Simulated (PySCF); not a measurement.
AgI, multiplicity 1. Atoms are numbered in the order given.

```xyz
2

Ag     0.0000     0.0000    -1.3595
I      0.0000     0.0000     1.2056
```

Coordinates come from a PBE0-D3(BJ)/def2-TZVP optimisation. The spin state was assumed, not searched. The def2 effective core potentials stand for the cores of Ag, I; spin–orbit coupling is left out.

Method: HF/def2-TZVPD in PySCF.

The molecule is in vacuum.

```json
{
  "total_energy": "-442.83918 hartree",
  "point_group": "C∞v",
  "highest_occupied_level": "-8.90 eV",
  "lowest_empty_level": "-0.53 eV",
  "orbital_gap": "8.36 eV",
  "dipole_moment": "6.86 D",
  "quadrupole, principal values (traceless, Buckingham form, about the centre of nuclear charge)": "-4.09, -4.09, 8.18 D·Å",
  "mean_static_polarisability": "59.7 bohr³ (8.85 Å³)",
  "polarisability_principal_values": "52.2, 52.2, 74.7 bohr³"
}
```
